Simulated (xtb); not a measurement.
Input file for xtb: GFN2-xTB on HBr (SMILES Br).

```
$ xtb mol.xyz --gfn 2 --sp --chrg 0 --uhf 0
2

Br     0.82409562    -0.40790875     3.68244345
H      0.13174349    -0.37410516     2.39901666
```

Output:

```
[...]
           -------------------------------------------------
          |                Calculation Setup                |
           -------------------------------------------------



           -------------------------------------------------
          |                 G F N 2 - x T B                 |
           -------------------------------------------------

        Reference                      10.1021/acs.jctc.8b01176
      * Hamiltonian:
        H0-scaling (s, p, d)           1.850000    2.230000    2.230000
        zeta-weighting                 0.500000
      * Dispersion:
        s8                             2.700000
        a1                             0.520000
        a2                             5.000000
        s9                             5.000000
      * Repulsion:
        kExp                           1.500000    1.000000
        rExp                           1.000000
      * Coulomb:
        alpha                          2.000000
        third order                    shell-resolved
        anisotropic                    true
        a3                             3.000000
        a5                             4.000000
        cn-shift                       1.200000
        cn-exp                         4.000000
        max-rad                        5.000000


          ...................................................
          :                      SETUP                      :
          :.................................................:
          :  # basis functions                  11          :
          :  # atomic orbitals                  10          :
          :  # shells                            4          :
          :  # electrons                         8          :
          :  max. iterations                   250          :
          :  Hamiltonian                  GFN2-xTB          :
          :  restarted?                      false          :
          :  GBSA solvation                  false          :
          :  PC potential                    false          :
          :  electronic temp.          300.0000000     K    :
          :  accuracy                    1.0000000          :
          :  -> integral cutoff          0.2500000E+02      :
          :  -> integral neglect         0.1000000E-07      :
          :  -> SCF convergence          0.1000000E-05 Eh   :
          :  -> wf. convergence          0.1000000E-03 e    :
          :  Broyden damping             0.4000000          :
          :  net charge                          0          :
          :  unpaired electrons                  0          :
          ...................................................

 iter      E             dE          RMSdq      gap      omega  full diag
   1     -4.5905876 -0.459059E+01  0.509E+00    7.14       0.0  T
   2     -4.5929205 -0.233292E-02  0.314E+00    6.82       1.0  T
   3     -4.5932264 -0.305887E-03  0.473E-01    6.53       1.0  T
   4     -4.5933039 -0.774322E-04  0.208E-01    6.56       1.0  T
   5     -4.5933183 -0.144520E-04  0.128E-01    6.56       1.0  T
   6     -4.5933190 -0.695680E-06  0.117E-01    6.55       1.0  T
   7     -4.5933220 -0.301781E-05  0.295E-03    6.55      24.0  T
   8     -4.5933220 -0.541922E-09  0.990E-04    6.55      71.4  T
   9     -4.5933220 -0.490923E-10  0.409E-06    6.55   17300.5  T

   *** convergence criteria satisfied after 9 iterations ***

         #    Occupation            Energy/Eh            Energy/eV
      -------------------------------------------------------------
         1        2.0000           -0.8437395             -22.9593
         2        2.0000           -0.5165265             -14.0554
         3        2.0000           -0.4269513             -11.6179
         4        2.0000           -0.4269513             -11.6179 (HOMO)
         5                         -0.1863554              -5.0710 (LUMO)
         6                          0.0206476               0.5619
         7                          0.0206476               0.5619
         8                          0.0368237               1.0020
         9                          0.0368237               1.0020
        10                          0.5788000              15.7499
      -------------------------------------------------------------
                  HL-Gap            0.2405959 Eh            6.5469 eV
             Fermi-level           -0.3066533 Eh           -8.3445 eV

 SCC (total)                   0 d,  0 h,  0 min,  0.001 sec
 SCC setup                      ...        0 min,  0.000 sec (  6.448%)
 Dispersion                     ...        0 min,  0.000 sec (  1.684%)
 classical contributions        ...        0 min,  0.000 sec (  1.132%)
 integral evaluation            ...        0 min,  0.000 sec ( 13.623%)
 iterations                     ...        0 min,  0.001 sec ( 61.259%)
 molecular gradient             ...        0 min,  0.000 sec (  8.612%)
 printout                       ...        0 min,  0.000 sec (  6.425%)

         :::::::::::::::::::::::::::::::::::::::::::::::::::::
         ::                     SUMMARY                     ::
         :::::::::::::::::::::::::::::::::::::::::::::::::::::
         :: total energy              -4.587660501994 Eh    ::
         :: gradient norm              0.025976854490 Eh/a0 ::
         :: HOMO-LUMO gap              6.546947491652 eV    ::
         ::.................................................::
         :: SCC energy                -4.593322032392 Eh    ::
         :: -> isotropic ES            0.009070558260 Eh    ::
         :: -> anisotropic ES          0.001767042254 Eh    ::
         :: -> anisotropic XC          0.001630916904 Eh    ::
         :: -> dispersion             -0.000133939706 Eh    ::
         :: repulsion energy           0.005661530398 Eh    ::
         :: add. restraining           0.000000000000 Eh    ::
         :: total charge              -0.000000000000 e     ::
         :::::::::::::::::::::::::::::::::::::::::::::::::::::

           -------------------------------------------------
          |                Property Printout                |
           -------------------------------------------------

    * Orbital Energies and Occupations

         #    Occupation            Energy/Eh            Energy/eV
      -------------------------------------------------------------
         1        2.0000           -0.8437395             -22.9593
         2        2.0000           -0.5165265             -14.0554
         3        2.0000           -0.4269513             -11.6179
         4        2.0000           -0.4269513             -11.6179 (HOMO)
         5                         -0.1863554              -5.0710 (LUMO)
         6                          0.0206476               0.5619
         7                          0.0206476               0.5619
         8                          0.0368237               1.0020
         9                          0.0368237               1.0020
        10                          0.5788000              15.7499
      -------------------------------------------------------------
                  HL-Gap            0.2405959 Eh            6.5469 eV
             Fermi-level           -0.3066533 Eh           -8.3445 eV

     #   Z          covCN         q      C6AA      α(0)
     1  35 Br       0.870    -0.259   192.125    22.348
     2   1 H        0.870     0.259     0.849     1.443

 Mol. C6AA /au·bohr⁶  :        218.506843
 Mol. C8AA /au·bohr⁸  :      12864.032934
 Mol. α(0) /au        :         23.790992


Wiberg/Mayer (AO) data.
largest (>0.10) Wiberg bond orders for each atom

 ---------------------------------------------------------------------------
     #   Z sym  total        # sym  WBO       # sym  WBO       # sym  WBO
Note: The following floating-point exceptions are signalling: IEEE_DENORMAL
normal termination of xtb
 ---------------------------------------------------------------------------
     1  35 Br   0.933 --     2 H    0.933
     2   1 H    0.933 --     1 Br   0.933
 ---------------------------------------------------------------------------

Topologies differ in total number of bonds
Writing topology from bond orders to xtbtopo.mol

molecular dipole:
                 x           y           z       tot (Debye)
 q only:       -0.339       0.017      -0.628
   full:       -0.443       0.022      -0.821       2.372
molecular quadrupole (traceless):
                xx          xy          yy          xz          yz          zz
 q only:        3.007       0.398       3.888      -3.769       0.838      -6.896
  q+dip:        3.938       0.521       5.099      -4.945       1.097      -9.037
   full:        3.819       0.509       4.730      -4.483       1.075      -8.549


           -------------------------------------------------
          | TOTAL ENERGY               -4.587660501994 Eh   |
          | GRADIENT NORM               0.025976854490 Eh/α |
          | HOMO-LUMO GAP               6.546947491652 eV   |
           -------------------------------------------------

------------------------------------------------------------------------
------------------------------------------------------------------------
 total:
 SCF:
```

The run finished.

Cost: about 0.020 core-seconds (a rough figure).
